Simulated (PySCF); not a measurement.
**Tl(NC): one run**

Tl(NC) (singlet). PySCF 2.14.0, RKS B3LYP, Tl def2-SVP with ECP60, N def2-SVP, C def2-SVP; non-relativistic Hamiltonian with scalar-relativistic core potentials where named; density fitting; no spin-orbit coupling. Purpose: singlet excitations, Tamm-Dancoff B3LYP.

```python
mol = gto.M(atom='''
Tl     0.00000    -0.00000    -0.23772
N      0.00000    -0.00000     2.06134
C      0.00000    -0.00000     3.25366''',
    basis={'Tl': 'def2-SVP', 'N': 'def2-SVP', 'C': 'def2-SVP'},
    ecp={'Tl': 'def2-SVP'},
    charge=0, spin=0)
mf = dft.RKS(mol, xc='B3LYP')
mf.grids.atom_grid = (50, 194)
mf = mf.density_fit()  # fitting sets: Tl def2-universal-JKFIT, N def2-universal-JKFIT, C def2-universal-JKFIT
mf.conv_tol = 1e-08; mf.max_cycle = 55
mf.kernel(dm0)  # dm0: converged density of the relaxed state
td = mf.TDA(); td.nstates = 8; td.kernel()
```

Run from Python with OMP_NUM_THREADS=2; the lines above give its settings. Where DIIS fails, smearing, a level shift and second-order steps follow.
It took 4.9 s on 2 threads of Arm Neoverse N1 (shared host), from an already converged density.

Q: Where do the frontier levels lie, over both spins?

A: HOMO -6.78 eV, LUMO -2.45 eV. 

Q: What are the Mulliken charges and spins?

A: 
| atom | charge (e) | spin (e) |
| --- | --- | --- |
| Tl1 | 0.534 | 0.000 |
| N2 | -0.282 | 0.000 |
| C3 | -0.252 | 0.000 |

Q: Which singlet excitations follow (Tamm-Dancoff, 8 states)?

A: 
```json
{"state": "1", "eV": "3.59", "oscillator strength": "0.0132"}
{"state": "2", "eV": "3.59", "oscillator strength": "0.0132"}
{"state": "3", "eV": "4.78", "oscillator strength": "0.0000"}
{"state": "4", "eV": "4.80", "oscillator strength": "0.0000"}
{"state": "5", "eV": "4.80", "oscillator strength": "0.0000"}
{"state": "6", "eV": "5.30", "oscillator strength": "0.0264"}
{"state": "7", "eV": "6.32", "oscillator strength": "0.1433"}
{"state": "8", "eV": "6.32", "oscillator strength": "0.1433"}
```
Functionals without range separation put charge-transfer states too low; the basis has no diffuse functions.

The geometry was relaxed with TPSS (Tl def2-SVP with ECP60, N def2-SVP, C def2-SVP).
